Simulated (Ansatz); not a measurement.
Consider the formal exchange of groups at a C–C bond: `N#CCCCCC#N` + `CC(F)(F)F` → `N#CCC(F)(F)F` + `CCCCC#N`.

Gas-phase electronic energies from Ansatz, PBE0-D4/def2-TZVP geometries. CBS: MP2 limit from def2 TZ/QZ plus the TZ coupled-cluster correction, frozen cores. Functionals use def2-TZVPP. HSE06 is defined as in plane-wave codes. One conformer a species, not always the lowest.

`N#CCCCCC#N`:

Cartesian coordinates in Å:
```
N -0.341 -1.539 3.153
C 0.337 -0.916 2.465
C 1.167 -0.137 1.559
C 0.707 -0.254 0.106
C -0.707 0.254 -0.106
C -1.167 0.137 -1.559
C -0.337 0.916 -2.465
N 0.341 1.539 -3.153
H 2.201 -0.479 1.662
H 1.143 0.907 1.885
H 1.405 0.313 -0.516
H 0.777 -1.300 -0.209
H -1.405 -0.313 0.516
H -0.777 1.300 0.209
H -2.201 0.479 -1.662
H -1.143 -0.907 -1.885
```

`CC(F)(F)F`:

```xyz
8

C     0.064    0.762   -0.235
C    -0.056   -0.664    0.204
F    -1.333   -1.075    0.213
F     0.619   -1.492   -0.606
F     0.425   -0.845    1.443
H    -0.497    1.398    0.449
H    -0.336    0.863   -1.242
H     1.114    1.053   -0.227
```

`N#CCC(F)(F)F`:

Cartesian coordinates in Å:
```
N 0.269 -1.707 1.999
C -0.029 -1.153 1.039
C -0.417 -0.466 -0.179
C 0.302 0.859 -0.359
F 1.622 0.697 -0.430
F -0.104 1.432 -1.496
F 0.041 1.700 0.640
H -0.193 -1.092 -1.046
H -1.491 -0.269 -0.167
```

`CCCCC#N`:

```xyz
15

C    -1.779    0.917    0.720
C    -0.609   -0.042    0.596
C     0.112    0.092   -0.735
C     1.298   -0.862   -0.882
C     2.340   -0.612    0.103
N     3.152   -0.395    0.888
H    -2.286    0.803    1.681
H    -1.446    1.956    0.643
H    -2.518    0.747   -0.068
H     0.102    0.133    1.410
H    -0.961   -1.074    0.712
H    -0.582   -0.109   -1.557
H     0.462    1.121   -0.865
H     0.969   -1.900   -0.770
H     1.745   -0.774   -1.876
```

```tsv
level	ΔE (kJ/mol)	difference from CCSD(T)/CBS
HSE06-D4	31.0	-1.1
CAM-B3LYP-D4	31.8	-0.3
ωB97X-V	31.6	-0.5
ωB97M-V	31.4	-0.7
revPBE	27.9	-4.2
BLYP	28.6	-3.5
PBE0	30.5	-1.6
CAM-B3LYP	31.2	-0.9
LC-ωPBE	31.5	-0.6
RPA@PBE/def2-TZVPP	28.0	-4.1
CCSD(T)/def2-SVP	25.0	-7.1
HF/def2-TZVPP	32.6	0.5
CCSD/def2-TZVPP	30.0	-2.1
CCSD(T)/def2-TZVPP	30.0	-2.1
HF/def2-QZVPP	32.8	0.7
MP2/def2-QZVPP	32.7	0.6
CCSD(T)/CBS	32.1	0
```

**Question.** What do rigid-rotor, harmonic-oscillator terms from PBE0-D4/def2-TZVP frequencies (298.15 K, 1 bar) make of the CCSD(T)/CBS value? (Best estimate.)

**Answer.** Computed: ΔZPE = -1.0 kJ/mol, ΔH = +31.3 kJ/mol, ΔS = 10 J/(mol·K), ΔG = +28.4 kJ/mol. Modes under 50 cm⁻¹ make the entropy rough.

Largest T1 diagnostic among the species: 0.012.

From BLYP to BHLYP (50 % exact exchange), in def2-TZVPP and without D4, ΔE moves by +3.4 kJ/mol. Leaving LDA and LC-ωPBE aside and taking each functional with its dispersion term where it has one, the values, not all of them listed here, spread over 4.4 kJ/mol, from revPBE-D4 to BHLYP-D4. At CCSD(T), def2-SVP lies −7.1 kJ/mol from the extrapolated value and def2-TZVPP −2.1 kJ/mol.
